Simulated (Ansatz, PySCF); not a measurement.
C3H8N, doublet, geometry from GFN2-xTB. Base run: CCSD(T)/STO-3G (PySCF).

Here is a job for PySCF.
```python
from pyscf import gto, scf, cc

mol = gto.Mole()
mol.atom = '''
    C     1.822494    0.427937   -0.096667
    C     0.554327   -0.407377    0.014113
    N    -0.595356    0.397684   -0.060654
    C    -1.832860   -0.248655    0.111885
    H     2.701996   -0.210383   -0.061831
    H     1.819861    0.981001   -1.031520
    H     1.868455    1.141595    0.721125
    H     0.536184   -1.165969   -0.792569
    H     0.564161   -0.994438    0.952956
    H    -2.371269    0.242331    0.931371
    H    -1.771973   -1.328235    0.312701
    H    -2.443683   -0.081121   -0.783638
'''
mol.basis = 'sto-3g'
mol.charge = 0
mol.spin = 1
mol.verbose = 4
mol.build()

mf = scf.UHF(mol)
mf.kernel()

mycc = cc.CCSD(mf)
mycc.kernel()
et = mycc.ccsd_t()
print('E(CCSD(T)) = %.10f' % (mycc.e_tot + et))
```

The same geometry, method and basis name were run in Ansatz (a first-principles code) and PySCF, at each program's defaults and at the settings that a row names. The base is PySCF at its defaults. Differences at the defaults can come from grids, fitting, cores and function types together.

| code and settings | ΔE vs base (mEh) | basis functions | E (Eh) | SCF cycles | SCF-reference dipole (D) |
|---|---|---|---|---|---|
| PySCF, defaults (exact integrals, spherical functions, all electrons correlated) | 0.000 | 28 | -170.82404 | 14 | 1.46 |
| Ansatz, defaults (factorised integrals, spherical functions, frozen core) | 1.484 | 28 | -170.82255 | - | - |
| PySCF, frozen core | 1.467 | 28 | -170.82257 | 14 | 1.46 |
| Ansatz, high accuracy, frozen core | 1.467 | 28 | -170.82257 | - | - |

Open shells are given as the SCF converged; they aren't shown to be the lowest states, and a large step between rows can be another state.
